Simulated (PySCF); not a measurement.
Isomers of C5H12NP, mass 117.071 u with the commonest isotopes. Theory: wB97X-D/def2-SVPD in PySCF (dipole) on a GFN2-xTB geometry, gas phase. One conformer each, none proved a minimum here; rigid rotors.

Question: Order these by rotational constant A, largest first.
A. `[CH3:1][C@H:2]1[CH2:3][P@:4]([CH3:5])(=[NH:6])[CH2:7]1` with C1–C2–C3–P4 112°, C2–C3–P4–C5 -99°, C3–P4–C7–C2 -6°, C1–C2–C7–P4 -112°
B. `[CH2:1]=[CH:2][P:3]([CH3:4])[N:5]([CH3:6])[CH3:7]` with C1–C2–P3–C4 -116°, C2–P3–N5–C6 165°
C. `[CH2:1]=[CH:2][P:3]([NH2:4])[CH2:5][CH2:6][CH3:7]` with C1–C2–P3–N4 157°, C2–P3–N4–H 170° and -72°, C2–P3–C5–C6 73°, P3–C5–C6–C7 179°

Answer: A (3869 MHz), B (3130 MHz), C (2803 MHz).

Question: Order these by dipole moment, largest first.
A. `[CH2:1]=[CH:2][P:3]([CH3:4])[N:5]([CH3:6])[CH3:7]` with C1–C2–P3–C4 -116°, C2–P3–N5–C6 165°
B. `[CH2:1]=[CH:2][P:3]([NH2:4])[CH2:5][CH2:6][CH3:7]` with C1–C2–P3–N4 157°, C2–P3–N4–H 170° and -72°, C2–P3–C5–C6 73°, P3–C5–C6–C7 179°
C. `[CH3:1][C@H:2]1[CH2:3][P@:4]([CH3:5])(=[NH:6])[CH2:7]1` with C1–C2–C3–P4 112°, C2–C3–P4–C5 -99°, C3–P4–C7–C2 -6°, C1–C2–C7–P4 -112°

Answer: C (3.69 D), A (0.79 D), B (0.41 D).

Question: Order these by rotational constant C, largest first.
A. `[CH2:1]=[CH:2][P:3]([CH3:4])[N:5]([CH3:6])[CH3:7]` with C1–C2–P3–C4 -116°, C2–P3–N5–C6 165°
B. `[CH2:1]=[CH:2][P:3]([NH2:4])[CH2:5][CH2:6][CH3:7]` with C1–C2–P3–N4 157°, C2–P3–N4–H 170° and -72°, C2–P3–C5–C6 73°, P3–C5–C6–C7 179°
C. `[CH3:1][C@H:2]1[CH2:3][P@:4]([CH3:5])(=[NH:6])[CH2:7]1` with C1–C2–C3–P4 112°, C2–C3–P4–C5 -99°, C3–P4–C7–C2 -6°, C1–C2–C7–P4 -112°

Answer: C (1448 MHz), A (1229 MHz), B (1025 MHz).

| SMILES | point group | Ia (u·Å²) | Ib (u·Å²) | Ic (u·Å²) | κ | μa (D) | μb (D) | μc (D) |
| --- | --- | --- | --- | --- | --- | --- | --- | --- |
| C[C@H]1C[P@](C)(=N)C1 | Cs | 130.63 | 317.12 | 349.10 | -0.88 | 3.66 | 0.52 | 0.01 |
| C=CP(N)CCC | C1 | 180.31 | 366.28 | 492.94 | -0.60 | 0.09 | 0.30 | 0.26 |
| C=CP(C)N(C)C | C1 | 161.47 | 298.41 | 411.08 | -0.51 | 0.21 | 0.08 | 0.76 |
